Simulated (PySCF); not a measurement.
C2F3, charge +1, multiplicity 1. Atoms are numbered in the order given.

```xyz
5

F     -1.9482     0.1808     0.0000
C     -0.8824    -0.4296     0.0000
C      0.4603     0.0416     0.0000
F      1.1148     0.0389     1.0799
F      1.1148     0.0389    -1.0799
```
Charge +1, spin multiplicity 1.

The structure is a stationary point at B3LYP-D3(BJ)/def2-SVP. The multiplicity is an assumed one; other spin states were not compared. The isomer is the one that the SMILES or the coordinates give; other isomers of the formula were not compared.

The numbers are results of HF/def2-TZVPD (PySCF), not measurements.

Gas-phase values at a fixed geometry.

| Quantity | Value |
|---|---|
| total energy | -373.72243 hartree |
| point group | Cs |
| highest occupied level | -19.25 eV |
| lowest empty level | -6.35 eV |
| orbital gap | 12.91 eV |
| dipole moment about the centre of nuclear charge | 0.86 D |
| mean static polarisability | 23.2 bohr³ (3.44 Å³) |
| polarisability, principal values | 16.4, 19.8, 33.3 bohr³ |
